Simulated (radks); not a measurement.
Values are calculated unless marked as measured or tabulated.
Isoelectronic series with 18 electrons, all held in the configuration [Ar], which need not be the ground one along the series. Level of theory: Dirac Kohn-Sham, LDA (Slater exchange, Perdew-Wang correlation), spin-unpolarised, spherical densities, point nucleus (a radial shooting solver on a logarithmic mesh with Libxc functionals). Total energies (hartree) and orbital eigenvalues (hartree) (* marks an orbital that is empty in some or all of the ions):

| ion | E (hartree) | 3d3/2* | 3p3/2 | 3p1/2 | 3s1/2 | 2p3/2 |
|---|---|---|---|---|---|---|
| Ru26+ | -4081.84897 | -47.42941 | -52.11101 | -53.20454 | -56.23545 | -145.4537 |
| Rh27+ | -4290.19709 | -50.80426 | -55.63533 | -56.85378 | -59.99004 | -154.1424 |
| Pd28+ | -4504.11649 | -54.29311 | -59.27390 | -60.62794 | -63.87036 | -163.0854 |
| Ag29+ | -4723.64386 | -57.89613 | -63.02690 | -64.52782 | -67.87726 | -172.2828 |
| Cd30+ | -4948.81725 | -61.61346 | -66.89450 | -68.55427 | -72.01163 | -181.7349 |
| In31+ | -5179.67610 | -65.44528 | -70.87691 | -72.70820 | -76.27437 | -191.4419 |
| Sn32+ | -5416.26126 | -69.39177 | -74.97432 | -76.99051 | -80.66646 | -201.4043 |
| Sb33+ | -5658.61507 | -73.45313 | -79.18694 | -81.40218 | -85.18889 | -211.6223 |
| Te34+ | -5906.78138 | -77.62954 | -83.51499 | -85.94419 | -89.84267 | -222.0962 |
| I35+ | -6160.80563 | -81.92121 | -87.95869 | -90.61759 | -94.62890 | -232.8264 |
| Xe36+ | -6420.73489 | -86.32836 | -92.51826 | -95.42346 | -99.54868 | -243.8132 |
| Cs37+ | -6686.6179 | -90.85119 | -97.19395 | -100.3629 | -104.6032 | -255.0569 |
| Ba38+ | -6958.5053 | -95.48995 | -101.9860 | -105.4371 | -109.7936 | -266.5580 |
| La39+ | -7236.4492 | -100.2449 | -106.8947 | -110.6472 | -115.1211 | -278.3168 |
| Ce40+ | -7520.5040 | -105.1162 | -111.9202 | -115.9946 | -120.5871 | -290.3337 |
| Pr41+ | -7810.7258 | -110.1041 | -117.0629 | -121.4804 | -126.1929 | -302.6091 |
